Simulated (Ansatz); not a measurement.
Q: Name a neutral molecule of Al, C, F, O and H with HOMO energy (PBE/def2-TZVPP) between -7.75 and -7.45 eV and HOMO energy (PBE0/def2-TZVPP) between -9.05 and -8.75 eV (Ansatz, PBE0-D4/def2-TZVP geometry).

A: `[OH][Al]([F])[CH2]CF` (-7.49 eV, -8.97 eV). Other molecules can fit too; these were computed, each in one conformer that needn't be the lowest.
